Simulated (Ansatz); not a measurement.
`CC[SiH2]P` + H–F → `F[SiH2]P` + `CC` at 298.15 K and 1 bar (ligand exchange at the Si–C bond).

Gas-phase electronic energies from Ansatz, PBE0-D4/def2-TZVP geometries. CCSD(T)/CBS adds triple-zeta CCSD(T) − MP2 to the extrapolated MP2 energy (def2 sets, frozen cores). This one scheme is used for every species. One conformer a species, not always the lowest.

```
    species  CCSD(T)/CBS energy (Eh)  H − E (kJ/mol)  S (J/(mol·K))
`CC[SiH2]P`               -711.54406           285.0          350.7
        H–F               -100.39570            33.5          173.6
 `F[SiH2]P`               -732.27050           114.4          302.0
       `CC`                -79.71954           207.7          227.7
```

H − E and S are ideal-gas, rigid-rotor, harmonic terms from PBE0-D4/def2-TZVP, for one conformer and one mirror image of each species. 1 Eh = 2625.50 kJ/mol, R = 8.31446 J/(mol·K).

Q: By hand: ΔE, ΔH, ΔS and ΔG.

A: ΔE = (-732.27050) + (-79.71954) − (-711.54406) − (-100.39570) = -0.05028 Eh = -132.0 kJ/mol. Δ(H − E) = 114.4 + 207.7 − 285.0 − 33.5 = 3.6, so ΔH = -128.4 kJ/mol. ΔS = 302.0 + 227.7 − 350.7 − 173.6 = 5.4 J/(mol·K). ΔG = -128.4 − 298.15 × (5.4)/1000 = -130.0 kJ/mol.

Q: By hand: the equilibrium constant, and the temperature at which ΔG would vanish if ΔH and ΔS stayed fixed.

A: log₁₀ K = −ΔG/(RT ln 10) = 22.8. ΔH and −TΔS have one sign here, so there is no such temperature. One of them is within its doubt of zero, so this could turn.

The number of gas molecules stays the same, so ΔS is small and ΔH decides. A doubt of 5 kJ/mol in ΔE shifts log₁₀ K by 0.9 here. Other conformers and mirror images would add mixing entropy, several J/(mol·K) or more a flexible species. These are equilibria of isolated gas molecules and say nothing of rates. Largest T1 diagnostic: 0.013 (customary marks: 0.02 for closed shells, 0.045 for open ones).
